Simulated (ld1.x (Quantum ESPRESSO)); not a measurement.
Varying the TM potential for palladium (Pd)

Base potential:

ld1.x (Quantum ESPRESSO) 7.5 input, shortened:

```
&input
   title='Pd', zed=46., rel=2, dft='PZ', iswitch=3,
   config='[Kr] 4d10 5s0 5p0', rel_dist='average'
 /
 &inputp
   pseudotype=2, tm=.true., lloc=-1, rcloc=2.95,
   nlcc=.true., new_core_ps=.true.
 /
3
5S  1  0   0.00   0.00  1.90  1.90  0.0
5P  2  1   0.00   0.00  3.55  3.55  0.0
4D  3  2  10.00   0.00  2.00  2.00  0.0
 &test
   configts(1)='4d10 5s0 5p0'
 /
```

Open shells are filled in proportion to 2j + 1 (rel_dist='average').

All-electron outer shells of the reference configuration (LDA (PZ), scalar-relativistic, ld1.x):

| shell | level (eV) | outermost node (bohr) | outermost maximum (bohr) |
| --- | --- | --- | --- |
| 4s | -85.44 | 0.45 | 0.85 |
| 4p | -51.36 | 0.46 | 0.91 |
| 4d | -4.31 | 0.45 | 1.10 |
| 5s | -3.62 | 1.15 | 2.64 |
| 5p | -0.36 | 1.31 | 4.09 |

Cutoffs, loose and tight: the cutoffs (Ry, on a coarse ladder) from which the occupation-weighted sum of valence levels, in a spherical-Bessel basis at the reference potential, stays within 10 and 1 mRy of its value at 400 Ry. They do not see the model core or the augmentation charge, which bear on the density cutoff. Test errors are all-electron minus pseudo excitation energies from the reference, over the configurations 4d9 5s0 5p0; 4d8 5s0 5p0; 4d7 5s0 5p0; 4d6 5s0 5p0; 4d9 5s0 5p1; 4d9 5s1 5p0; 4d9.5 5s0 5p0. A dash means not determined; rows that change the core or the reference have their own tests. The largest error is taken over the tests solved by every variant that gives reliable tests at all: 4d6 5s0 5p0; 4d7 5s0 5p0; 4d8 5s0 5p0; 4d9 5s0 5p0; 4d9 5s0 5p1; 4d9.5 5s0 5p0.

A true bound ghost makes a file unfit for plane-wave use even where its test errors are small: the radial tests pick states by their node count and pass the ghost by.

Cutoffs are not given where the Bessel-basis levels miss the radial ones by over 6 mRy, ghosts where they miss by over 20 mRy; a channel whose overlap is not positive is not tested.

The default core radius of the base comes out at 0.86 bohr.

| change | outcome | cutoff, loose | cutoff, tight | bound ghosts | largest test error (meV) |
| --- | --- | --- | --- | --- | --- |
| base | generated | 50 Ry | 80 Ry | none | -2147 |
| scalar-relativistic | generated | 50 Ry | 70 Ry | none | -2163 |
| core correction Bessel-smoothed model core inside 2.36 bohr | generated | 50 Ry | 80 Ry | none | -1848 |
| wave 5p (bound): rc 3.55 bohr becomes 5p (bound): rc 5.22 bohr | generated | 50 Ry | 80 Ry | none | -2148 |
| core [Ar] 3d10 4s2, valence charge 16; reference 4p6 4d10 5s0 5p0; waves now 5s (bound): rc 2.80 bohr; 4d (bound): rc 2.15 bohr; 4p (bound): rc 1.10 bohr; local potential the p channel; core correction a·sin(br)/r model core inside 0.90 bohr | generated, misses its reference levels by 3.05 eV | 140 Ry | 180 Ry | p1/2 (extra level of the local part), s | -55 |
| wave 4d (bound): rc 2.00 bohr becomes 4d (bound): rc 2.30 bohr | generated | 45 Ry | 70 Ry | none | -1874 |
| local potential all-electron potential smoothed inside 3.54 bohr (lloc = -1) | generated | 50 Ry | 80 Ry | none | -2733 |
| all radii but the core radius scaled by about 1.19 (s 2.26, p 4.22, d 2.38 bohr); local potential all-electron potential smoothed inside 3.52 bohr (lloc = -1) | generated | 40 Ry | 70 Ry | none | -2147 |
| type PAW; waves now 5s (bound): rcut 1.65, rcutus 1.90 bohr; 5s channel at 0.8 Ry: rcut 1.65, rcutus 1.90 bohr; 5p (bound): rcut 3.10, rcutus 3.55 bohr; 5p channel at 2.2 Ry: rcut 3.10, rcutus 3.55 bohr; 4d (bound): rcut 1.75, rcutus 2.00 bohr; 4d channel at 4.2 Ry: rcut 1.75, rcutus 2.00 bohr; local potential all-electron potential smoothed inside 1.45 bohr (lloc = -1); augmentation PSQ, inside the norm-conserving radii | generated | – | – | not determined | -1375 |
| wave 5s (bound): rc 1.90 bohr becomes 5s (bound): rc 2.36 bohr | generated | 50 Ry | 80 Ry | none | -2148 |
| wave 5p (bound): rc 3.55 bohr becomes 5p (bound): rc 3.96 bohr | generated | 50 Ry | 80 Ry | none | -2148 |
| core correction none | generated | 50 Ry | 80 Ry | none | -1455 |

Question: What comes out with this change to the base: local potential the s channel?

Answer: outcome: generated; cutoff, loose: 50 Ry; cutoff, tight: 80 Ry; bound ghosts: none; largest test error (meV): -2449.
